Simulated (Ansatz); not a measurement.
Reaction (silylene formation by 1,1-elimination): `CO[SiH2]B(O)F` → `COB(O)F` + `[SiH2]`

Gas-phase electronic energies from Ansatz, PBE0-D4/def2-TZVP geometries. CBS: MP2 limit from def2 TZ/QZ plus the TZ coupled-cluster correction, frozen cores. This one scheme is used for every species. DFT in def2-TZVPP. Each species was taken in one conformer, which may not be the lowest.

```json
{"level": "r2SCAN-D4", "ΔE (eV)": "2.04"}
{"level": "r2SCAN", "ΔE (eV)": "2.02"}
{"level": "CCSD/def2-TZVPP", "ΔE (eV)": "1.69"}
{"level": "HF/def2-QZVPP", "ΔE (eV)": "1.53"}
```

Task: What does CCSD(T)/CBS give? (Best estimate.)

Result: Computed: +1.84 eV. The listed levels differ from it by 0.20, 0.18, -0.15, -0.31 eV.

Largest T1 diagnostic among the species: 0.014.

In def2-TZVPP, CCSD(T) changes the Hartree–Fock value by +0.24 eV (the triples alone add +0.06 eV) and MP2 by +0.42 eV. The D4 term adds +0.12 eV with B3LYP and +0.07 eV with PBE0; it sums over pairs of atoms, weighted by their polarisabilities, and B3LYP, whose exchange is more repulsive, gets the larger term.

B3LYP here is the variant with VWN-RPA as its local correlation; programs differ in this.
